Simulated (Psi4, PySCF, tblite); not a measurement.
Intermolecular potential of C2H2 ··· H3B (SMILES C#C and B). Monomers: optimised at B3LYP-D3(BJ) (def2-TZVP), held rigid. Orientation: lowest of the rigid-body minima from ten starts at GFN2-xTB. R is the distance of the centres of mass, along which the second monomer moves.

- GFN2-xTB (tblite)
- RHF/STO-3G = PySCF with restricted Hartree-Fock/STO-3G, no counterpoise correction
- RKS-B3LYP/3-21G = restricted B3LYP/3-21G, no counterpoise correction (PySCF 2.14.0)
- wB97X-D/def2-TZVP, counterpoise-corrected (Psi4)

Interaction energies in kJ/mol; the last columns give the difference from wB97X-D:

```csv
R / Å,GFN2-xTB,RHF/STO-3G,RKS-B3LYP/3-21G,wB97X-D/def2-TZVP,GFN2-xTB − wB97X-D/def2-TZVP,RHF/STO-3G − wB97X-D/def2-TZVP,RKS-B3LYP/3-21G − wB97X-D/def2-TZVP
3.14,6.55,91.99,62.13,63.72,-57.18,28.27,-1.59
3.32,-4.56,53.86,34.65,37.14,-41.70,16.73,-2.49
3.46,-8.18,35.91,21.77,24.72,-32.90,11.20,-2.94
3.70,-9.75,18.48,9.28,12.75,-22.51,5.73,-3.47
3.91,-9.07,10.79,4.13,7.67,-16.74,3.13,-3.53
4.09,-8.01,7.09,2.14,5.27,-13.28,1.81,-3.13
4.41,-6.01,3.71,1.23,2.95,-8.96,0.76,-1.72
4.69,-4.54,2.34,1.31,1.84,-6.38,0.50,-0.53
5.22,-2.65,1.18,1.30,0.93,-3.58,0.25,0.37
5.92,-1.33,0.58,0.82,0.56,-1.89,0.02,0.26
6.92,-0.55,0.24,0.36,0.28,-0.83,-0.04,0.07
8.19,-0.22,0.10,0.14,0.13,-0.35,-0.03,0.02
```

GFN2-xTB is furthest from wB97X-D/def2-TZVP at 3.14 (-57.18 kJ/mol, below); its mean absolute difference over the points is 17.19 kJ/mol.

RHF/STO-3G is furthest from wB97X-D/def2-TZVP at 3.14 (28.27 kJ/mol, above); its mean absolute difference over the points is 5.70 kJ/mol.

RKS-B3LYP/3-21G is furthest from wB97X-D/def2-TZVP at 3.91 (-3.53 kJ/mol, below); its mean absolute difference over the points is 1.68 kJ/mol.
